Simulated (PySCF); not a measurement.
## Ionisation energy along the 8-electron series

Calculated with PySCF 2.14 and a two-component X2C-1e Hamiltonian (Gaussian nucleus, no Breit or QED terms), each ion in its own even-tempered basis scaled to its charge; GMP2 freezes nothing and drops the highest virtual spinors. Values in eV. NIST values: (m) measured, (s) semi-empirical, (t) theoretical.

```csv
ion,configuration,GHF (spin-free),GMP2 (spin-free),NIST
Sc¹³⁺,[He] 2s2 2p4,829.29,830.81,833.2 ± 1.4 (s)
Ti¹⁴⁺,[He] 2s2 2p4,940.32,941.86,944.5 ± 1.6 (s)
V¹⁵⁺,[He] 2s2 2p4,1058.3,1059.8,1062.9 ± 2 (s)
```

Between Z = 21 and Z = 23 the GMP2 (spin-free) value grows as Z to the power 2.68.
